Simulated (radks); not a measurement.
Neutral tantalum inside a hard spherical wall (all orbitals vanish at R), configuration held at [Xe] 4f14 5d3 6s2 and not refilled when levels cross. Method: scalar-relativistic Kohn-Sham, PBEsol, spin-polarised, spherical densities, finite nucleus; open shells are filled with parallel spins first (spin-orbit coupling, left out, can overturn this in heavy ions); Fermi nuclear charge, rms radius 5.3507 fm; computed with a radial shooting solver on a logarithmic mesh with Libxc functionals. Eigenvalues in eV for spin up, with the zero of energy where the potential of the charges vanishes at infinity; a dash marks a level that is unbound or too diffuse for the functional's potential to be trusted. A positive occupied level is held by the wall or, in an anion where self-interaction has pushed it up, behind a barrier. The pressure on the wall is -dE/dV.

| R (bohr) | E (hartree) | kinetic (hartree) | e(5p) | e(4f) | e(6s) | e(5d) | e(6p, empty) | e(7s, empty) | pressure (GPa) |
|---|---|---|---|---|---|---|---|---|---|
| free | -15597.6840 | 17130.270 | -39.843 | -24.596 | -5.915 | -4.244 | -1.566 | - | 0 |
| 12 | -15597.6839 | 17130.271 | -39.837 | -24.590 | -5.910 | -4.238 | -1.536 | 0.763 | 0.00106 |
| 8 | -15597.6781 | 17130.319 | -39.550 | -24.298 | -5.684 | -3.984 | -0.985 | 4.317 | 0.247 |
| 7 | -15597.6654 | 17130.404 | -39.141 | -23.876 | -5.338 | -3.624 | -0.321 | 7.219 | 1.02 |
| 5 | -15597.4919 | 17131.261 | -36.238 | -20.781 | -2.212 | -0.963 | 4.764 | 24.090 | 21.6 |
| 4 | -15597.0179 | 17133.161 | -32.108 | -16.146 | 4.270 | 3.373 | 14.329 | 50.351 | 127 |
| 2 | -15579.7152 | 17194.459 | 18.394 | 38.093 | 147.60 | 70.421 | 186.31 | 408.69 | 23500 |
| 1.5 | -15535.2103 | 17335.663 | 111.44 | 110.43 | 404.14 | 187.22 | 465.29 | 921.73 | 182000 |
